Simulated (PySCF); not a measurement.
# How methods differ on the ionisation energy of Ge(2+)

Ge(2+) [Ar] 3d10 4s2 (1S) → Ge(3+) [Ar] 3d10 4s1 (2S), as a difference of total energies. Calculation: PySCF 2.14, in x2c-TZVPPall with one added diffuse shell each of s, p, d type (7s6p5d1f, 57 functions); the spin-free X2C one-electron Hamiltonian (Gaussian nucleus). Correlated levels: valence: [Ar] 3d10 frozen. The calculations carry no spin-orbit coupling.

```csv
method,ionisation energy (eV),error (eV)
UHF,32.186,-1.872
MP2 (valence),32.948,-1.110
SCS-MP2 (valence),33.101,-0.957
CCSD (valence),33.237,-0.821
```

Reference: 34.058 eV (measured; NIST Atomic Spectra Database, ionization energies).

Errors of the correlated levels include the incompleteness of this basis and the frozen core.

With two correlated electrons CCSD is exact in that space.
